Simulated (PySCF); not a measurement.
AsBH6N2.
InChI=1S/AsBH6N2/c1-2(3)4/h1,3-4H2

Method used: MP2 and CCSD/aug-cc-pVDZ in PySCF, restricted Hartree–Fock reference, 12 core orbitals frozen, non-relativistic, gas phase, PBE0-D3(BJ)/def2-SVP geometry.

E(HF) = -2371.35418 Eh.

Problem. How large is the problem?

Solution. 159 basis functions and 58 electrons; 12 orbitals frozen, which leaves o = 17 correlated occupied and v = 130 virtual orbitals. That is o·v = 2210 singles and o·v(o·v + 1)/2 = 2443155 distinct closed-shell doubles amplitudes before symmetry; the costliest CCSD step grows as o²v⁴ = 8.3 × 10^10.

Problem. What are the MP2 and CCSD correlation energies?

Solution. MP2 -0.5938 Eh and CCSD -0.6378 Eh, which gives totals of -2371.94797 and -2371.99196 Eh. That is 0.510 eV for each correlated electron at CCSD (1675 kJ/mol in all, 0.027 % of the total energy); MP2 gives 93.1 % of the CCSD value.

Problem. What is the T1 diagnostic?

Solution. 0.0115, below the customary warning level of 0.02. It is the norm of the spatial-orbital singles amplitudes over the root of the number of correlated electrons, so the norm is 0.067.

Problem. How does correlation change the dipole moment?

Solution. HF gives 2.66 D and CCSD (unrelaxed density) 2.62 D, a change of -0.04 D.

No triples correction and no basis-set extrapolation were made.

The job also held the EOM ionisation roots. Hardware: x86-64 server, one thread (shared host). Cost: 2.8 min of wall time.

Shape of the structure used: `[NH2:1][B:2]([NH2:3])[AsH2:4]`: H–N1–B2–N3 0°, H–N1–B2–N3 179°, H–N3–B2–N1 -1°, H–N3–B2–N1 179°, H–As4–B2–N1 57°, H–As4–B2–N1 -35°.

One conformer stands for the species.
